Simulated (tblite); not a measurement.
C7H8P2.
SMILES with atom numbers: `[CH2:1]=[CH:2][c:3]1[cH:4][p:5][c:6]([CH3:7])[cH:8][p:9]1` (hydrogens: H10, H11 on C1; H12 on C2; H13 on C4; H14, H15, H16 on C7; H17 on C8)

Geometry (GFN2-xTB, Å), atoms numbered from 1 in this order:
```xyz
17
C7H8P2 angstrom
C      3.589   -0.338   -0.287
C      2.607   -0.676    0.540
C      1.193   -0.325    0.436
C      0.731    0.543   -0.534
P     -0.869    1.110   -0.874
C     -1.850    0.316    0.341
C     -3.323    0.622    0.292
C     -1.396   -0.541    1.314
P      0.204   -1.112    1.659
H      4.600   -0.662   -0.110
H      3.438    0.260   -1.170
H      2.840   -1.294    1.401
H      1.471    0.962   -1.209
H     -3.656    1.056    1.234
H     -3.544    1.322   -0.512
H     -3.894   -0.291    0.125
H     -2.147   -0.940    1.994
```

Computed values, GFN2-xTB/tblite, gas phase, harmonic and unscaled. Errors from tens to a few hundred cm⁻¹ against measured bands are possible. One conformer, not necessarily the lowest. The optimisation stopped once no atom felt more than 0.01 eV/Å.

Lowest wavenumbers of the output (negative numbers stand for imaginary wavenumbers):
```
mode    cm-1
  1     -25.9
  2      55.7
  3      85.7
  4     185.3
  5     196.6
  6     235.8
  7     284.8
  8     324.1
```

Question: Is this structure a minimum?

Answer: Not by this Hessian. 1 mode is imaginary beyond 20i (26i cm⁻¹), so at this level the point lies at or near a first-order saddle. The curvature is small, so loose convergence or finite differences may be the whole cause.

Question: Which atoms move in the imaginary mode?

Answer: 26i: C1 (terminal =CH2 carbon) 34 %, H11 (vinylic hydrogen) 18 %. These are shares of the mass-weighted motion.

Question: What is the remedy?

Answer: Step along that mode in both directions, optimise again with tighter thresholds and repeat the frequencies. The zero-point energy of this point (78.2 kcal/mol) counts the 44 real modes alone, and thermal corrections from it aren't those of a minimum.
